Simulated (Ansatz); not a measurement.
Consider the redistribution: `[CH3][Mo](=[O])([F])=[S]` + `O[SiH2][SiH2]S` → `[O]=[Mo]([OH])([F])=[S]` + `C[SiH2][SiH2]S`.

Gas-phase electronic energies from Ansatz, PBE0-D4/def2-TZVP geometries. CCSD(T)/CBS adds triple-zeta CCSD(T) − MP2 to the extrapolated MP2 energy (def2 sets, frozen cores). DFT in def2-TZVPP. Elements past krypton have def2 core potentials. For Mo outer-core shells are correlated without core-valence functions, which leaves a few kJ/mol of doubt a bond. One conformer a species, not always the lowest.

Question: Is it downhill or uphill in electronic energy at CCSD(T)/CBS, and by how much? (Estimate.)

Answer: The calculation gave: Downhill: ΔE = -4.8 kJ/mol.

Question: What do these levels give: LDA (SPW92), BLYP-D4, B97M-V, PBE0-D4, PBE-QIDH, r2SCAN0, LC-ωPBE, MP2/def2-SVP, CCSD/def2-SVP, CCSD(T)/def2-SVP, CCSD/def2-TZVPP, MP2/def2-QZVPP? (An estimate is asked.)

Answer: Ansatz gave: LDA (SPW92) -24.3, BLYP-D4 -22.3, B97M-V -23.5, PBE0-D4 -18.5, PBE-QIDH -12.8, r2SCAN0 -14.8, LC-ωPBE -20.6, MP2/def2-SVP -32.7, CCSD/def2-SVP -18.7, CCSD(T)/def2-SVP -25.8, CCSD/def2-TZVPP -2.1, MP2/def2-QZVPP -9.5 kJ/mol.

Largest T1 diagnostic among the species: 0.025, so the coupled-cluster value is less sure than usual.

In def2-TZVPP, CCSD(T) changes the Hartree–Fock value by −10.1 kJ/mol (the triples alone add −5.6 kJ/mol) and MP2 by −13.7 kJ/mol. From BLYP to BHLYP (50 % exact exchange), in def2-TZVPP and without D4, ΔE moves by +16.0 kJ/mol.
